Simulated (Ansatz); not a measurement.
Ansatz (an electronic-structure program) input (B2PLYP/def2-TZVPD):

Ansatz 0.2 input:
```yaml
crystal:
  periodic: [false, false, false]
  atoms:
    - {symbol: O, position_ang: [2.49725832, -1.15052109, 0.68497655]}
    - {symbol: C, position_ang: [1.27517694, -0.68075474, 0.31424276]}
    - {symbol: C, position_ang: [0.96372310, 0.56864824, -0.11092627]}
    - {symbol: Se, position_ang: [-0.86373193, 0.86978104, -0.30301051]}
    - {symbol: C, position_ang: [-1.04814633, -0.96931685, 0.07268414]}
    - {symbol: C, position_ang: [0.14238000, -1.56221674, 0.33865055]}
    - {symbol: H, position_ang: [3.14481875, -0.43988041, 0.60616588]}
    - {symbol: H, position_ang: [-2.00812504, -1.45001954, -0.02616333]}
    - {symbol: H, position_ang: [0.25332290, -2.61664623, 0.55463507]}
basis:
  gaussian:
    orbitals: def2-TZVPD
hamiltonian:
  xc: {name: B2PLYP}
magnetization: {spin_polarized: true, initial_magnetization: 1}
correlation: {electrons: outside_noble_gas}
```

Output:

```
Functional definition: B2PLYP
integrals: 0.70 GiB planned
1780 factors; integrals over basis functions are off by at most 1.0e-3 eV
0.46 GiB of the device are held for the grids
2.17 GiB of device memory are held for the factors and their scratch space
mean field: 2.91 GiB planned
mean field evaluation 1: about -71555.7020 eV, gradient 4.6e1 eV
mean field evaluation 2: about -71555.8396 eV, gradient 4.6e1 eV
mean field evaluation 4: about -71566.1190 eV, gradient 8.2e0 eV
mean field evaluation 8: about -71566.9163 eV, gradient 1.2e0 eV
mean field evaluation 16: about -71567.3890 eV, gradient 3.5e-2 eV
mean field evaluation 32: about -71559.1578 eV, gradient 4.2e1 eV
mean field -71567.38901511 eV, -2630.0530361869 hartree, gradient 3.3e-6 eV, S^2 0.779524; 4 other end points of the search recorded, 0 dependent functions left out
19 core orbitals not correlated
reference -71567.38918963 eV, -2630.0530426003 hartree; 16, 15 occupied and 237, 238 virtual orbitals, 1780 factors
second order -32.86126690 eV of doubles, -0.00000000 eV of singles
Total energy: -71576.26173170 eV, -2630.3791025071 hartree
```

It need not be the lowest isomer of its formula.
